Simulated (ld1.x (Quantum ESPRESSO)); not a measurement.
**Before and after: RRKJ potential for Pr (Z = 59)**

| Item | Value |
| --- | --- |
| Element | Pr |
| Generator | ld1.x (Quantum ESPRESSO) 7.5 |
| Type | norm-conserving RRKJ (Kleinman–Bylander form) |
| Functional | PBE |
| Relativity | scalar-relativistic |
| Frozen core | [Kr] 4d10 |
| Valence charge | 13 |
| Reference configuration | 4f3 5s2 5p6 5d0 6s0 6p0 (charge +2) |
| Partial waves | 5p (bound): rc 2.70 bohr; 5d (bound, empty): rc 2.70 bohr; 4f (bound): rc 1.75 bohr; 5s (bound): rc 2.55 bohr |
| Local potential | the s channel |
| Core correction | none |
| rho0 | 0.02 |

Change: all radii scaled by about 0.75 (s 1.92, p 2.02, d 2.02, f 1.32 bohr).

Cutoffs: the cutoffs (Ry, on a coarse ladder) from which the occupation-weighted sum of valence levels, in a spherical-Bessel basis at the reference potential, stays within 10 and 1 mRy of its value at 400 Ry; they do not see the model core or the augmentation charge, which bear on the density cutoff. Errors are all-electron minus pseudo energies relative to the spin-unpolarised reference configuration.

Task: Predict the effect on cutoff, ghosts and configuration errors.

Result: The potential gets harder (80 Ry and 100 Ry → 120 Ry and 180 Ry); the number of tests that count goes from 6 to 7; of the 6 tests that both files solve, the error grows in 0 and shrinks in 6 by more than 15 % and 0.3 meV (median size 2812.3 → 401.4 meV); neither file shows a bound ghost at the reference potential, the only one tested. A smaller radius makes the pseudo-wave follow the all-electron one further in, where it bends more sharply, so more plane waves are needed. Less of the atom is replaced, so other configurations are described better.

```csv
quantity,base,changed
"cutoff, loose",80 Ry,120 Ry
"cutoff, tight",100 Ry,180 Ry
loose cutoff by channel (10 mRy a level),"p 10 Ry, f 70 Ry, s 12 Ry","p 30 Ry, f 120 Ry, s 35 Ry"
bound ghosts,none,none
"tests counted (converged, no solver errors)",6 of 7,7 of 7
"error for 4f3 5s2 5p6 5d0 6s1 6p0, meV [ΔE -10.63 eV]",+1560,+220
"error for 4f2 5s2 5p6 5d0 6s0 6p0, meV [ΔE 21.58 eV]",+439,+128
"error for 4f3 5s2 5p6 5d0 6s0 6p1, meV [ΔE -7.73 eV]",-102,+16
"error for 4f3 5s2 5p5 5d0 6s2 6p0, meV [ΔE 9.76 eV]",+4065,+583
"error for 4f2 5s2 5p6 5d0 6s2 6p0, meV [ΔE -8.82 eV]",+5279,+915
"error for 4f3 5s1 5p6 5d0 6s2 6p0, meV [ΔE 27.81 eV]",+4286,+636
```

Base: Tests not counted: 4f3 5s2 5p6 5d0 6s2 6p0 (solver errors, printed error +2.9 eV). These tests converged, but a pseudo level misses the all-electron one widely, so the file describes the atom poorly there or has found another state: 4f2 5s2 5p6 5d0 6s0 6p0: empty 6s by 4.1 eV; 4f3 5s2 5p5 5d0 6s2 6p0: 4f by 2.7 eV; 4f2 5s2 5p6 5d0 6s2 6p0: 4f by 4.3 eV; 4f3 5s1 5p6 5d0 6s2 6p0: 4f by 2.6 eV.
